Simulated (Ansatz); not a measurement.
Stretching the Se1–H2 bond in SeH (multiplicity 2 held). Energies count from the point at 1.475 Å.


R- and RO- levels are restricted; in cc, def2 and unpolarised 6-31G sets they are followed outwards from rest. Active spaces are followed from rest. Full CI gives the lowest state of the spin. Levels need not reach the same state.

Correlated levels freeze the cores. Filled d and f shells under p-block atoms count as core.

Run with Ansatz (a first-principles code). 

Energies in kcal/mol.

```csv
R (Å),RO-HF/cc-pVDZ,RO-MP2/cc-pVDZ,"SC-NEVPT2 on CASSCF(7,5)/cc-pVDZ","FIC-MRCISD on CASSCF(7,5)/cc-pVDZ",FCI/cc-pVDZ
1.180,35.6,36.6,38.1,37.6,37.6
1.327,6.2,6.8,7.7,7.4,7.4
1.475,0.0,0.0,0.0,0.0,0.0
1.622,5.6,4.9,3.7,4.0,4.0
1.770,17.0,15.4,12.6,13.2,13.3
1.991,38.0,34.7,28.6,29.4,29.6
2.212,59.3,53.6,43.0,44.0,(withheld)
2.581,90.9,79.4,58.8,59.9,(withheld)
2.950,116.1,96.7,65.7,66.8,67.4
3.392,139.1,107.2,68.3,69.4,(withheld)
3.982,160.0,107.3,69.1,70.2,70.9
4.720,175.5,93.5,69.2,70.4,71.1
5.900,187.1,60.0,69.3,70.4,71.2
```

Problem. What belongs in the gaps?

Solution. 
- 3.392, FCI/cc-pVDZ: 70.1
- 2.212, FCI/cc-pVDZ: 44.3
- 2.581, FCI/cc-pVDZ: 60.4

Doubts at one or more of the structures used: a restricted determinant that unrestricted orbitals would lower (RO-HF/cc-pVDZ, RO-MP2/cc-pVDZ).
